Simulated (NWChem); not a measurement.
System: CH4F2Sn; SMILES [F][SnH]([F])[CH3]

Here is an NWChem input.

```
start job
memory heap 200 mb stack 900 mb global 1100 mb
geometry units angstroms noautosym
  Sn     0.002872    -0.060747     0.198306
  C     -0.026764     1.927964    -0.544503
  F     -1.502096    -1.000875    -0.575315
  F      1.523179    -0.962043    -0.591268
  H      0.016851    -0.464739     1.856236
  H     -1.032238     2.400479    -0.292382
  H      0.822505     2.520052    -0.066987
  H      0.114784     1.872611    -1.673759
end
basis spherical
  * library def2-svp
end
ecp
  Sn library def2-ecp
end
dft
  xc pbe0
  grid fine
  iterations 150
end
driver
  maxiter 120
  tight
end
task dft optimize
dft
  grid fine
  convergence energy 1d-8 density 1d-7
end
task dft freq numerical
```

def2 effective core potentials on Sn; no spin-orbit coupling.

The level has its own optimisation; frequencies are unscaled.

Problem. What results follow from this input? (PBE0/def2-SVP with def2 effective core potentials on Sn.) Quantities: r C–Sn (Å); r F–Sn (Å); r H–Sn (Å); r C–H (Å); highest harmonic frequency (cm⁻¹); lowest (cm⁻¹); zero-point energy (kcal/mol).

Solution. 
| Quantity | Result |
|---|---|
| r C–Sn (Å) | 2.124 |
| r F–Sn (Å) | 1.936 |
| r H–Sn (Å) | 1.705 |
| r C–H (Å) | 1.098 |
| highest harmonic frequency (cm⁻¹) | 3211 |
| lowest (cm⁻¹) | 51 |
| zero-point energy (kcal/mol) | 29.4 |
